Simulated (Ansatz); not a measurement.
Program: Ansatz. Geometries: PBE0-D4/def2-TZVP. ΔE: electronic, gas phase. CBS: MP2 limit from def2 TZ/QZ plus the TZ coupled-cluster correction, frozen cores. Double bonds are as drawn, so ΔE can hold a change between cis and trans. One conformer a species, not always the lowest.

Consider the formal exchange of groups at the Al–C bond: `C=[CH][AlH][F]` + `N/C=C\F` → `N/C=[CH]/[AlH][F]` + `C=CF`.

```tsv
species	SCS-MP2/def2-TZVPP energy (Eh)
`C=[CH][AlH][F]`	-420.20870
`N/C=C\F`	-232.78763
`N/C=[CH]/[AlH][F]`	-475.47916
`C=CF`	-177.52959
```

(1) Work out ΔE.

Largest T1 diagnostic among the species: 0.013.

Answers

(1) ΔE = (-475.47916) + (-177.52959) − (-420.20870) − (-232.78763) = -0.01242 Eh = -0.34 eV. CCSD(T)/CBS gives -0.32 eV.

Leaving LDA and LC-ωPBE aside and taking each functional with its dispersion term where it has one, the values, not all of them listed here, spread over 0.08 eV, from r2SCAN-D4 to ωB97X-V. LDA lies −0.05 eV from PBE without D4. At CCSD(T), def2-SVP lies −0.04 eV from the extrapolated value and def2-TZVPP −0.01 eV.
